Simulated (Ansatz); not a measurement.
Ideal-gas functions of `[Cl][Ga]([Cl])[SeH]` at 500 K and 1 bar, from an Ansatz frequency run at PBE0-D4/def2-TZVP.

Molar mass 220.6 g/mol, point group Cs (symmetry number 1), electronic degeneracy 1, moments of inertia 237.165, 457.186, 694.351 u Å². Harmonic wavenumbers (cm⁻¹, unscaled): 87, 118, 125, 249, 282, 425, 453, 638, 2445.

Use S(trans) = R[1.5 ln M + 2.5 ln T − 1.1517]; rotational temperatures θ = 24.2544 K / I; S(rot) = R[ln(√π/σ · √(T³/θAθBθC)) + 1.5]; for each mode x = 1.438777 ν̃/T, S = R[x/(eˣ − 1) − ln(1 − e⁻ˣ)] and H = RT x/(eˣ − 1); 1 cm⁻¹ = 0.0119627 kJ/mol; R = 8.31446 J/(mol·K).

Problem. By hand: the entropy, in J/(mol·K).

Solution. Translation 186.9. Rotation: θ = 0.1023, 0.0531, 0.0349 K, giving 130.4. Vibration, mode by mode: 19.85, 17.33, 16.86, 11.26, 10.28, 7.14, 6.68, 4.34, 0.06, in all 93.8. Electronic 0.0. Sum 411.1 J/(mol·K).

Problem. By hand: H − E and G − E in kJ/mol, counted from the electronic energy.

Solution. Zero-point energy ½ × 4822 × 0.0119627 = 28.8; thermal vibration 21.8; translation, rotation and pV give 4 RT = 16.6. H − E = 67.2 kJ/mol, and G − E = 67.2 − 500 × 411.1/1000 = -138.4 kJ/mol.

Vibration gives 23 % of the entropy, 54.0 J/(mol·K) of it from the modes under 150 cm⁻¹: soft modes count most, and the harmonic formula is weakest for them. The sum counts one conformer and one mirror image; others add a mixing term.
